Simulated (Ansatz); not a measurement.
The cluster MoO2. The state is a triplet with charge 0. Geometry PBE-D4/def2-TZVPD, that of the charge -1 doublet; atoms count from 1.

```xyz
3

Mo    0.267    0.234    0.486
O     1.155   -0.098   -0.960
O    -1.422   -0.135    0.474
```

In the def2 sets Mo takes a core potential; there is no spin–orbit coupling. The structure comes from a short search, and lower isomers may exist.

Problem. Estimate the Mulliken populations from the PBE0/def2-TZVPD orbitals of Ansatz.

Solution. 
```tsv
atom	charge (e)	spin (α − β)	d electrons
Mo1	1.48	2.07	4.05
O2	-0.74	-0.04	–
O3	-0.74	-0.04	–
```
Mulliken values and Mayer orders depend strongly on the basis. With diffuse functions, as here, like atoms can get unlike values, and bond orders can come out too low or too high.

Problem. Where does the spin sit?

Solution. Summed by element: Mo 2.07, O -0.07, of 2 unpaired in all. Largest on single atoms: Mo1 2.07, O2 -0.04, O3 -0.04.

Problem. And the Mayer bond orders between bonded heavy atoms (over 0.3)?

Solution. Mo1–O2 1.76 (1.73 Å); Mo1–O3 1.76 (1.73 Å).
